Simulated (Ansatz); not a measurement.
Program: Ansatz. Geometries: PBE0-D4/def2-TZVP. ΔE: electronic, gas phase. CCSD(T)/CBS is the MP2 limit (def2-TZVPP, def2-QZVPP) plus CCSD(T) − MP2 in def2-TZVPP, frozen cores. Functionals use def2-TZVPP. HSE06 is defined as in plane-wave codes. Elements past krypton have def2 core potentials. For Sn outer-core shells are correlated without core-valence functions, which leaves a few kJ/mol of doubt a bond. One conformer a species, not always the lowest.

Consider the formal exchange of groups at a B–Sn bond: `[BH2][SnH2][SiH2][SiH3]` + `CBCl` → `BCBCl` + `[SiH3][SiH2][SnH3]`.

| level | ΔE (eV) |
| --- | --- |
| ωB97X-V | -0.28 |
| PBE-QIDH | -0.26 |
| HSE06 | -0.26 |
| MP2/CBS(def2) | -0.21 |

(1) What does CCSD(T)/CBS give? (Best estimate.)

Largest T1 diagnostic among the species: 0.014.

Results:

(1) The calculation gave: -0.20 eV. The listed levels differ from it by -0.08, -0.06, -0.06, -0.01 eV.

At CCSD(T), def2-SVP lies −0.10 eV from the extrapolated value and def2-TZVPP −0.03 eV. Leaving LDA and LC-ωPBE aside and taking each functional with its dispersion term where it has one, the values, not all of them listed here, spread over 0.12 eV, from B97M-V to BLYP-D4. LDA lies −0.09 eV from PBE without D4. From BLYP to BHLYP (50 % exact exchange), in def2-TZVPP and without D4, ΔE moves by −0.03 eV.
